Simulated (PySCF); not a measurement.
A side-by-side comparison of computed properties.

First species: C3H9NO4S2.
SMILES: `CCS(=O)(=O)NS(C)(=O)=O`

Second species: C7H8O3S.
SMILES with atom numbers: `[CH3:1][C:2]#[C:3][C:4]#[C:5][C@@H:6]([CH3:7])[S:8](=[O:9])(=[O:10])[OH:11]` (hydrogens: H12, H13, H14 on C1; H15 on C6; H16, H17, H18 on C7; H19 on O11)

Levels: PBE0/pcSseg-1 for dipole moment, HOMO energy, LUMO energy and HOMO–LUMO gap; GFN2-xTB for rotational constant A and rotational constant C. Geometries: GFN2-xTB. Each species is one conformer at its optimised geometry, gas phase, non-relativistic unless stated; the electronic structure was computed with PySCF and density fitting.

Dipoles, sizes and rotational constants follow the conformer. The torsions of the flexible species, by atom-mapped SMILES:
- `[CH3:1][CH2:2][S:3](=[O:4])(=[O:5])[NH:6][S:7]([CH3:8])(=[O:9])=[O:10]`: C1–C2–S3–O4 54°, C2–S3–N6–S7 -79°, S3–N6–S7–C8 -73°
- `[CH3:1][C:2]#[C:3][C:4]#[C:5][C@@H:6]([CH3:7])[S:8](=[O:9])(=[O:10])[OH:11]`: C5–C6–S8–O9 -71°, H–O11–S8–C6 -124°

(1) Which of the two has the higher LUMO energy, and by how much?

(2) Which of the two has the higher dipole moment, and by how much?

(3) Which has the higher HOMO energy?

(4) Which has the higher rotational constant C?

(5) Which has the higher HOMO–LUMO gap?

(6) Which of the two has the higher rotational constant A, and by how much?

Results:

(1) The first: 0.64 eV against -0.99 eV, a difference of 1.63 eV.

(2) The second: 3.28 D against 0.47 D, a difference of 2.81 D.

(3) The second: -7.25 eV against -8.96 eV, a difference of 1.71 eV.

(4) The first: 0.712 GHz against 0.362 GHz, a difference of 0.350 GHz.

(5) The first: 9.60 eV against 6.26 eV, a difference of 3.34 eV.

(6) The second: 2.348 GHz against 1.723 GHz, a difference of 0.625 GHz.

On the first: The dipole matches unit charges of opposite sign 0.10 Å apart (1 e·Å = 4.8032 D).

On the second: The dipole matches unit charges of opposite sign 0.68 Å apart (1 e·Å = 4.8032 D).
